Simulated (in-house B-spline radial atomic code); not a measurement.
Values are calculated unless marked as measured or tabulated.
## Extrapolating the RPA correlation energy in partial waves: the argon ion Ar¹¹⁺

All-electron RPA on PBE0 orbitals from an all-electron radial atomic-structure program (B-spline basis), non-relativistic, point nucleus, configuration [He] 2s2 2p3, highest spin. With empty states up to angular momentum L the sums are:

```json
{"L": "3", "E_c(L) (hartree)": "-0.372555"}
{"L": "4", "E_c(L) (hartree)": "-0.386367"}
{"L": "5", "E_c(L) (hartree)": "-0.391884"}
{"L": "6", "E_c(L) (hartree)": "-0.394509"}
{"L": "7", "E_c(L) (hartree)": "-0.395910"}
```

For large l each further wave adds A/(l + 1/2)⁴, because the basis must build the cusp where two electrons meet.

Problem. Estimate the limit from L = 6 and L = 7.

Solution. Wave 7 adds -0.001401, against a sum of (l + 1/2)⁻⁴ of 3.16049e-04, so A = -4.4329. The sum over l > 7 is ζ(4, 8.5) = 6.4602e-04, close to 1/(3 × 8³) = 6.5104e-04. The tail is -0.002864 and the limit -0.39877 hartree.

Problem. How good is the estimate?

Solution. A run to L = 11 sums to -0.39775 and extrapolates to -0.39848 hartree, 0.03 millihartree from the run before. The estimate differs from that by -0.30 millihartree, while the bare sum at L = 7 misses 2.6 millihartree (0.6 %).
